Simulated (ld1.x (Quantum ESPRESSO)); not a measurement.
# What the settings do to the TM semilocal potential of Co

Base potential:

ld1.x (Quantum ESPRESSO) 7.5 input, shortened:

```
&input
   title='Co', zed=27., rel=1, dft='PBE', iswitch=3,
   config='[Ar] 3d7.5 4s1.5 4p0 4f-2'
 /
 &inputp
   pseudotype=1, tm=.true., lloc=2,
   nlcc=.false.
 /
4
3S  1  0   2.00   0.00  0.95  0.95  0.0
3P  2  1   6.00   0.00  1.35  1.35  0.0
4F  4  3  -2.00   0.50  1.25  1.25  0.0
3D  3  2   7.50   0.00  0.75  0.75  0.0
 &test
   configts(1)='3s2 3p6 3d7.5 4s1.5 4p0'
 /
```

Occupied shells without a wave of their own: 4s. They enter only through the test configuration that unscreens the potential.

All-electron outer shells of the reference configuration (PBE, scalar-relativistic, ld1.x):

| shell | level (eV) | outermost node (bohr) | outermost maximum (bohr) |
| --- | --- | --- | --- |
| 2s | -896.10 | 0.08 | 0.21 |
| 2p | -767.07 | – | 0.17 |
| 3s | -99.81 | 0.31 | 0.67 |
| 3p | -63.12 | 0.28 | 0.68 |
| 3d | -6.04 | – | 0.67 |
| 4s | -4.89 | 0.96 | 2.38 |
| 4p | -1.03 | 1.06 | 3.46 |

Cutoffs, loose and tight: the cutoffs (Ry, on a coarse ladder) from which the occupation-weighted sum of valence levels, in a spherical-Bessel basis at the reference potential, stays within 10 and 1 mRy of its value at 400 Ry. They do not see the model core or the augmentation charge, which bear on the density cutoff. Test errors are all-electron minus pseudo excitation energies from the reference, over the configurations 3s2 3p6 3d7 4s2 4p0; 3s2 3p6 3d7 4s1 4p0; 3s2 3p6 3d7 4s0 4p0; 3s2 3p6 3d8 4s0 4p0; 3s2 3p5 3d7 4s2 4p0; 3s2 3p6 3d6 4s2 4p1; 3s2 3p6 3d5 4s0 4p0. A dash means not determined; rows that change the core or the reference have their own tests.

A semilocal file is local in each channel, so a ghost entry of none says nothing of the separable form that plane-wave codes build from it.

| change | outcome | cutoff, loose | cutoff, tight | bound ghosts | largest test error (meV) |
| --- | --- | --- | --- | --- | --- |
| base | generated, misses its reference levels by 0.16 eV | 300 Ry | over 300 Ry | none | -952 |
| all radii scaled by about 0.78 (s 0.74, p 1.06, d 0.58, f 0.98 bohr) | generated | over 300 Ry | over 300 Ry | none | -187 |
| all radii scaled by about 0.82 (s 0.78, p 1.10, d 0.62, f 1.02 bohr) | generated | over 300 Ry | over 300 Ry | none | -246 |
| all radii scaled by about 1.07 (s 1.02, p 1.44, d 0.80, f 1.34 bohr) | generated, misses its reference levels by 0.26 eV | 300 Ry | over 300 Ry | none | -1562 |
| all radii scaled by about 1.15 (s 1.10, p 1.56, d 0.86, f 1.44 bohr) | generated, misses its reference levels by 0.41 eV | 260 Ry | 300 Ry | none | -2476 |
| all radii scaled by about 1.21 (s 1.16, p 1.64, d 0.90, f 1.52 bohr) | generated, misses its reference levels by 0.54 eV | 230 Ry | 300 Ry | none | -3272 |
| all radii scaled by about 1.29 (s 1.22, p 1.74, d 0.98, f 1.62 bohr) | generated, misses its reference levels by 0.71 eV | 200 Ry | 300 Ry | none | -4229 |
| all radii scaled by about 1.38 (s 1.32, p 1.86, d 1.04, f 1.72 bohr) | generated, misses its reference levels by 1.00 eV | 200 Ry | 260 Ry | none | -5914 |

(1) What comes out with this change to the base: all radii scaled by about 0.90 (s 0.86, p 1.22, d 0.68, f 1.12 bohr)?

## Answers

(1) outcome: generated; cutoff, loose: over 300 Ry; cutoff, tight: over 300 Ry; bound ghosts: none; largest test error (meV): -469.

Reading the sweep of the scale of all radii (base = 1) (base included, trends over the rows without a ghost): The loose cutoff falls from 300 Ry at 1 to 200 Ry at 1.38. A larger radius leaves more room for a smooth pseudo-wave, so fewer plane waves are needed; a smaller one forces it to follow the all-electron wave where it bends sharply. The median size of the test errors (rows with all tests solved) rises from 75.6 meV at 0.78 to 1118.7 meV at 1.38. More of the atom is replaced by a form fitted at one configuration, so other configurations suffer as the radius grows.
